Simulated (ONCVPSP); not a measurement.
# Ti: excitation energies, all-electron against ONCV

| Quantity | Value |
| --- | --- |
| Element | Ti (Z = 22) |
| Generator | ONCVPSP 4.0.1 |
| Type | optimised norm-conserving Vanderbilt (ONCV) |
| Functional | PBE |
| Relativity | scalar-relativistic |
| Frozen core | [Ne] |
| Valence charge | 12 |
| Reference configuration | 3s2 3p6 3d2 4s2 |
| Partial waves | 3s+4s: rc 1.95 bohr, ncon 4, nbas 9, qcut 5.9 1/bohr, 2 projectors; 3p: rc 1.35 bohr, ncon 4, nbas 7, qcut 8.5 1/bohr, 2 projectors, debl 0.6 Ha; 3d: rc 1.80 bohr, ncon 5, nbas 10, qcut 8.6 1/bohr, 2 projectors, debl 3.5 Ha |
| Local potential | polynomial inside 1.10 bohr (lpopt 5, dvloc0 1 Ha) |
| Core correction | Teter function, fcfact 2.25, rcfact 1.45 |

In the p channel the program set the typed energies aside and used -1.428, 0.250 Ha.

Energies are relative to the spin-unpolarised reference configuration 3s2 3p6 3d2 4s2; without spin polarisation the order of configurations can differ from experiment.

```json
{"valence configuration": "3s2 3p6 3d2 4s1", "charge": "+1", "ΔE all-electron (eV)": "7.347", "error AE − PS (meV)": "-0.5"}
{"valence configuration": "3s2 3p6 3d2 4s0", "charge": "+2", "ΔE all-electron (eV)": "20.919", "error AE − PS (meV)": "-2.6"}
{"valence configuration": "3s2 3p6 3d3 4s1", "charge": "0", "ΔE all-electron (eV)": "1.106", "error AE − PS (meV)": "+8.2"}
```

Task: What are ΔE and the potential's error for 3s2 3p6 3d1 4s0?

Result: ΔE = 47.867 eV all-electron; the error (AE − PS) is +40 meV.
